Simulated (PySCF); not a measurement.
# Bond length, frequency and bond energy of YbP by level of theory

State: doublet, about 13.8 electrons in the 4f shell (Mulliken). Set-up: PySCF, spin-free X2C with a Gaussian nucleus, basis sets Yb x2c-TZVPall, P x2c-TZVPall. De refers to Yb (4f14 6s2) + P in their high-spin ground configurations, without counterpoise correction. The functionals are run spin-unrestricted. A positive dipole means Yb(−)P(+). Levels whose curve was spin-contaminated or gave no clean fit are not listed.

| Level | Re (Å) | ωe (cm⁻¹) | De (eV) | μ (D) | CPU s a point (SCF and correlation, without the integrals) |
| --- | --- | --- | --- | --- | --- |
| ROHF | 2.637 | 274 | n/a | -9.77 | 4.9 |
| ROHF-MP2 | 2.520 | 294 | n/a | n/a | 11 |
| ROHF-SCS-MP2 | 2.559 | 283 | n/a | n/a | n/a |
| LDA | 2.425 | 323 | 2.03 | -6.24 | 13 |
| PBE | 2.475 | 301 | 1.58 | -6.48 | 16 |
| B3LYP | 2.549 | 281 | 1.05 | -6.87 | 13 |

(1) What does the gradient correction do here, going from LDA to PBE?

(2) What does second-order correlation do here, going from ROHF to ROHF-MP2?

Correlated steps freeze 23 core orbitals. These are scalar-relativistic numbers at best; spin–orbit coupling would shift them, the dissociation energy most. UHF is strongly spin-contaminated for YbP, so the ROHF reference used there is far from stable. With d or f electrons several states lie close, and the lowest PBE0 determinant need not be the measured ground state.

The whole job (state search and all levels along the bond) took about 8.4 min on 4 threads of Intel Xeon Platinum 8488C (shared host), peak memory 8.5 GiB.

Answers

(1) PBE less LDA: +5.0 pm in Re, -6.8 % in ωe, -0.45 eV in De. The gradient correction favours the more uneven density of free atoms, so it tends to lengthen bonds and takes away much of the overbinding of LDA; so it does here.

(2) ROHF-MP2 less ROHF: -11.7 pm in Re, +7.3 % in ωe. Correlation nearly always deepens the well. The bond shortens, as in weak, metallic or heavy-atom bonds, where dispersion and the correlation of outer-core electrons pull the atoms together.
